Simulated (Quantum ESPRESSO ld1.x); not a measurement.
P7+, 8 electrons, occupied as [He] 2s2 2p4 (the NIST ground configuration). All-electron calculation, non-relativistic Kohn-Sham, LDA (Slater exchange, Perdew-Wang correlation), spin-polarised, spherical densities, point nucleus; open shells are filled with parallel spins first. Program: ld1.x of Quantum ESPRESSO 7.5.

Normalised radial functions P(r) = r R(r), r in bohr:

```
   r/bohr * 2s up, o 2s down (the largest magnitude, 1.5, reaches the edge; | marks zero, & curves that meet)
 0.009931                             |    &
  0.01213                             |     &
   0.0147                             |      &
  0.01795                             |       &
  0.02193                             |        &
  0.02678                             |         &
  0.03245                             |          &
  0.03963                             |           &
  0.04841                             |            &
  0.05913                             |            &
  0.07164                             |           &
  0.08751                             |         &
   0.1069                             |      &
   0.1305                             | &
   0.1582                          &  |
   0.1932                   &         |
    0.236            &                |
   0.2859       &                     |
   0.3492   &                         |
   0.4265  &                          |
    0.521    &                        |
   0.6313         &                   |
    0.771               &             |
   0.9417                     &       |
     1.15                         &   |
    1.394                           & |
    1.702                             &
```

2s up: eigenvalue -337.84 eV, 1 radial node at r = 0.142 bohr, <r> = 0.490 bohr, 90 % of the charge inside 0.760 bohr. 2s down: eigenvalue -330.04 eV, 1 radial node at r = 0.142 bohr, <r> = 0.494 bohr, 90 % of the charge inside 0.768 bohr.
